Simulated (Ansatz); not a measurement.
H4Si2 (SMILES [SiH][SiH3]) moved off its minimum; all values from Ansatz (an electronic-structure program), cores frozen in correlated methods.
(charge 0, multiplicity 1)
```xyz
6

Si     0.05726     1.05529     0.82594
H     -0.54259     1.80008    -0.45800
Si     0.12414    -0.94592    -0.73702
H      0.90929    -0.78095    -1.72666
H     -1.25467    -1.26697    -1.19062
H      0.18711    -2.10124     0.11695
```

Forces at wB97M-V/def2-TZVPP (eV/Å):

| atom | Fx | Fy | Fz |
|---|---|---|---|
| Si1 | -0.440 | -0.330 | -1.748 |
| H2 | 0.392 | -0.265 | 0.914 |
| Si3 | -4.626 | 0.504 | 5.342 |
| H4 | 3.815 | 0.435 | -4.488 |
| H5 | -0.083 | 0.524 | -0.351 |
| H6 | 0.942 | -0.868 | 0.332 |

Task: Give the forces (eV/Å), the total energy and the dipole at CCSD(T)/aug-cc-pV(T+d)Z.

Result: 
```csv
atom,Fx,Fy,Fz
Si1,-0.416,-0.296,-1.665
H2,0.357,-0.195,0.872
Si3,-4.631,0.439,5.353
H4,3.902,0.468,-4.573
H5,-0.174,0.524,-0.380
H6,0.962,-0.939,0.392
```
Energy -580.4049 hartree, dipole 0.67 D.

Doubts at one or more of the structures used: a restricted determinant that unrestricted orbitals would lower (CCSD(T)/aug-cc-pV(T+d)Z).
